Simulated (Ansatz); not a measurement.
Species: C₂H₇B, SMILES `CBC` (charge 0, multiplicity 1).

Question: Give a relaxed geometry from Ansatz (an electronic-structure program) with CAM-B3LYP-D3(BJ)/def2-TZVP.

Answer: the end point of this relaxation (outside a Z-matrix the atoms follow the SMILES, hydrogens last).
Z-matrix (Å, degrees):
```
B
H 1 1.1990
C 1 1.5563 2 118.37
H 3 1.0907 1 114.79 2 163.61
H 3 1.0909 4 109.78 1 129.62
H 3 1.0998 4 106.78 5 113.66
C 1 1.5563 2 118.32 3 -179.96
H 7 1.0907 1 114.83 2 164.21
H 7 1.0911 8 109.76 1 129.45
H 7 1.0996 8 106.85 9 113.62
```
